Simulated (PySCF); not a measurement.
Atomic charges against the basis set

Compound: C₆H₁₁F.
Atom-mapped SMILES: `[F:1][CH:2]1[CH2:3][CH2:4][CH2:5][CH2:6][CH2:7]1` (hydrogens: H8 on C2; H9, H10 on C3; H11, H12 on C4; H13, H14 on C5; H15, H16 on C6; H17, H18 on C7)

Geometry (PBE0-D3(BJ)/def2-SVP, Å), atoms numbered from 1 in this order:
```
atom  x, y, z in Å
F1     1.7776   -0.2726    1.1780
C2     1.4277   -0.0578   -0.1498
C3     0.5699   -1.2217   -0.6142
C4    -0.7633   -1.2645    0.1261
C5    -1.5053    0.0640    0.0119
C6    -0.6388    1.2224    0.4976
C7     0.6943    1.2686   -0.2427
H8     2.3693   -0.0191   -0.7252
H9     1.1304   -2.1595   -0.4746
H10    0.4001   -1.1091   -1.6992
H11   -0.5672   -1.4820    1.1894
H12   -1.3825   -2.0918   -0.2553
H13   -2.4488    0.0264    0.5796
H14   -1.7852    0.2357   -1.0440
H15   -1.1688    2.1812    0.3838
H16   -0.4371    1.0994    1.5750
H17    0.5300    1.4946   -1.3108
H18    1.3415    2.0655    0.1561
```

PBE0 throughout (PySCF), one geometry, spherical d and f functions. Geometry: PBE0-D3(BJ)/def2-SVP, one conformer, isolated molecule. Atoms taken as equivalent share a column and are averaged. The first 7 of 12 kinds of atom are listed.

Mulliken charges (e):

```tsv
basis	functions	F1	C2	C3/C7	C4/C6	C5	H8	H9/H18
STO-3G	46	-0.128	+0.042	-0.155	-0.144	-0.142	+0.068	+0.079
pcSseg-0	85	-0.393	+0.122	-0.497	-0.481	-0.480	+0.237	+0.255
6-31G	85	-0.358	+0.163	-0.340	-0.318	-0.318	+0.159	+0.178
6-31G*	120	-0.364	+0.232	-0.365	-0.332	-0.328	+0.149	+0.180
cc-pVDZ	153	-0.254	+0.159	-0.046	-0.054	-0.061	+0.012	+0.038
def2-SVP	153	-0.288	+0.166	-0.050	-0.059	-0.066	+0.027	+0.046
pcSseg-1	174	-0.346	+0.146	-0.220	-0.225	-0.238	+0.103	+0.132
6-311+G(2d,p)	255	-0.268	+0.229	-0.406	-0.256	-0.187	+0.118	+0.148
aug-cc-pVDZ	260	-0.614	+0.745	+0.521	+0.563	+0.505	-0.339	-0.253
def2-TZVP	283	-0.239	+0.117	-0.197	-0.203	-0.203	+0.075	+0.113
```

IAO charges (e):

| basis | functions | F1 | C2 | C3/C7 | C4/C6 | C5 | H8 | H9/H18 |
| --- | --- | --- | --- | --- | --- | --- | --- | --- |
| STO-3G | 46 | -0.151 | +0.029 | -0.273 | -0.257 | -0.256 | +0.118 | +0.137 |
| pcSseg-0 | 85 | -0.315 | +0.145 | -0.288 | -0.271 | -0.268 | +0.138 | +0.150 |
| 6-31G | 85 | -0.326 | +0.153 | -0.282 | -0.266 | -0.263 | +0.136 | +0.148 |
| 6-31G* | 120 | -0.333 | +0.185 | -0.270 | -0.253 | -0.250 | +0.124 | +0.139 |
| cc-pVDZ | 153 | -0.336 | +0.185 | -0.270 | -0.254 | -0.250 | +0.127 | +0.140 |
| def2-SVP | 153 | -0.337 | +0.186 | -0.265 | -0.249 | -0.245 | +0.125 | +0.137 |
| pcSseg-1 | 174 | -0.343 | +0.184 | -0.270 | -0.255 | -0.251 | +0.130 | +0.141 |
| 6-311+G(2d,p) | 255 | -0.351 | +0.184 | -0.275 | -0.261 | -0.256 | +0.133 | +0.144 |
| aug-cc-pVDZ | 260 | -0.350 | +0.185 | -0.274 | -0.259 | -0.255 | +0.133 | +0.143 |
| def2-TZVP | 283 | -0.350 | +0.188 | -0.276 | -0.261 | -0.257 | +0.132 | +0.143 |

Hirshfeld charges (e):

```csv
basis,functions,F1,C2,C3/C7,C4/C6,C5,H8,H9/H18
STO-3G,46,-0.100,+0.082,-0.026,-0.016,-0.016,+0.005,+0.014
pcSseg-0,85,-0.129,+0.077,-0.065,-0.056,-0.055,+0.035,+0.036
6-31G,85,-0.139,+0.075,-0.065,-0.057,-0.056,+0.036,+0.037
6-31G*,120,-0.128,+0.070,-0.066,-0.059,-0.058,+0.034,+0.037
cc-pVDZ,153,-0.110,+0.064,-0.074,-0.065,-0.063,+0.035,+0.038
def2-SVP,153,-0.116,+0.067,-0.075,-0.067,-0.065,+0.036,+0.039
pcSseg-1,174,-0.117,+0.065,-0.078,-0.070,-0.068,+0.040,+0.041
"6-311+G(2d,p)",255,-0.121,+0.057,-0.082,-0.075,-0.073,+0.042,+0.044
aug-cc-pVDZ,260,-0.117,+0.056,-0.086,-0.079,-0.076,+0.043,+0.045
def2-TZVP,283,-0.117,+0.057,-0.082,-0.075,-0.073,+0.041,+0.043
```

Task: Which scheme is steadiest as the basis changes?

Result: Largest range over the bases for any column: Hirshfeld 0.06 e, IAO 0.20 e, Mulliken 1.04 e. Hirshfeld charges move least and Mulliken charges most, counted in e. Without the minimal STO-3G basis the ranges are Hirshfeld 0.03, IAO 0.04, Mulliken 1.04 e.

Task: How much do the charges still move between the two largest bases, aug-cc-pVDZ and def2-TZVP?

Result: At most, over all atoms: Mulliken 0.767 e, IAO 0.003 e, Hirshfeld 0.004 e.

Task: What do the same runs give for the total energy, the frontier levels and the dipole moment?

Result: 
```json
{"basis": "STO-3G", "energy (Eh)": "-330.5347", "HOMO (eV)": "-4.78", "LUMO (eV)": "8.59", "μ (D)": "0.98"}
{"basis": "pcSseg-0", "energy (Eh)": "-333.9823", "HOMO (eV)": "-8.56", "LUMO (eV)": "1.83", "μ (D)": "1.85"}
{"basis": "6-31G", "energy (Eh)": "-334.6573", "HOMO (eV)": "-8.30", "LUMO (eV)": "2.43", "μ (D)": "1.83"}
{"basis": "6-31G*", "energy (Eh)": "-334.7309", "HOMO (eV)": "-8.23", "LUMO (eV)": "2.49", "μ (D)": "1.51"}
{"basis": "cc-pVDZ", "energy (Eh)": "-334.7547", "HOMO (eV)": "-8.32", "LUMO (eV)": "1.67", "μ (D)": "1.56"}
{"basis": "def2-SVP", "energy (Eh)": "-334.4957", "HOMO (eV)": "-8.42", "LUMO (eV)": "1.58", "μ (D)": "1.62"}
{"basis": "pcSseg-1", "energy (Eh)": "-334.6992", "HOMO (eV)": "-8.50", "LUMO (eV)": "1.27", "μ (D)": "1.71"}
{"basis": "6-311+G(2d,p)", "energy (Eh)": "-334.8354", "HOMO (eV)": "-8.47", "LUMO (eV)": "0.21", "μ (D)": "1.77"}
{"basis": "aug-cc-pVDZ", "energy (Eh)": "-334.7778", "HOMO (eV)": "-8.43", "LUMO (eV)": "-0.12", "μ (D)": "1.74"}
{"basis": "def2-TZVP", "energy (Eh)": "-334.8622", "HOMO (eV)": "-8.44", "LUMO (eV)": "1.01", "μ (D)": "1.68"}
```

The dipole is fixed by the density alone, so its range of 0.87 D shows that the density itself changes with the basis, not only its division among atoms.
